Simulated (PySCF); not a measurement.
A structure optimised at PBE0-D3(BJ)/def2-SVP, used in a PySCF frequency run:

```
Si
N 1 1.7235
H 2 1.0125 1 122.81
H 2 1.0143 3 112.13 1 -147.60
N 1 1.7276 2 109.67 3 -41.12
H 5 1.0127 1 119.09 2 -39.34
H 5 1.0135 6 111.42 1 147.99
N 1 1.7284 2 119.70 3 78.01
H 8 1.0139 1 119.58 2 58.40
H 8 1.0143 9 110.37 1 141.99
C 1 1.9014 2 101.70 3 -166.93
F 11 1.3918 1 110.10 2 39.72
H 11 1.1044 12 108.65 4 -152.74
H 11 1.1060 13 106.80 12 116.47
```

Question: Write its SMILES and formula.

Answer: N[Si](N)(N)CF, CH₈FN₃Si

Question: What are its rotational constants (standard atomic weights)?

Answer: 3.5724, 1.9874, 1.8871 GHz
